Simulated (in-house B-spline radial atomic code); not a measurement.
The potassium ion K⁴⁺: [Ne] 3s1 3p3 4f1 (an excited or competing configuration)

Method: non-relativistic B97-1, spin-polarised, spherical fractional occupations, exact exchange averaged over the configuration, point nucleus. Calculated with a radial B-spline atomic code at the basis-set limit.

Screening seen three ways: the hydrogenic charge with the same mean radius, Z_r = [3n² - l(l+1)]/(2<r>), the one with the same energy, Z_e = n√(-2ε), and Slater's rules. Values are occupation-weighted means over spin.

```json
{"shell": "1s", "electrons": "2", "ε (eV)": "-3613", "<r> (bohr)": "0.08152", "Z_r": "18.40", "Z_e": "16.30", "Slater": "18.70"}
{"shell": "2s", "electrons": "2", "ε (eV)": "-436.74", "<r> (bohr)": "0.3877", "Z_r": "15.48", "Z_e": "11.33", "Slater": "14.85"}
{"shell": "2p", "electrons": "6", "ε (eV)": "-364.54", "<r> (bohr)": "0.3489", "Z_r": "14.33", "Z_e": "10.35", "Slater": "14.85"}
{"shell": "3s", "electrons": "1", "ε (eV)": "-104.24", "<r> (bohr)": "1.141", "Z_r": "11.84", "Z_e": "8.30", "Slater": "9.15"}
{"shell": "3p", "electrons": "3", "ε (eV)": "-84.892", "<r> (bohr)": "1.192", "Z_r": "10.48", "Z_e": "7.49", "Slater": "9.15"}
{"shell": "4f", "electrons": "1", "ε (eV)": "-20.035", "<r> (bohr)": "3.287", "Z_r": "5.48", "Z_e": "4.85", "Slater": "5.00"}
```

The least bound orbital is 4f up at -20.04 eV, and it is also the most diffuse (<r> = 3.287 bohr).
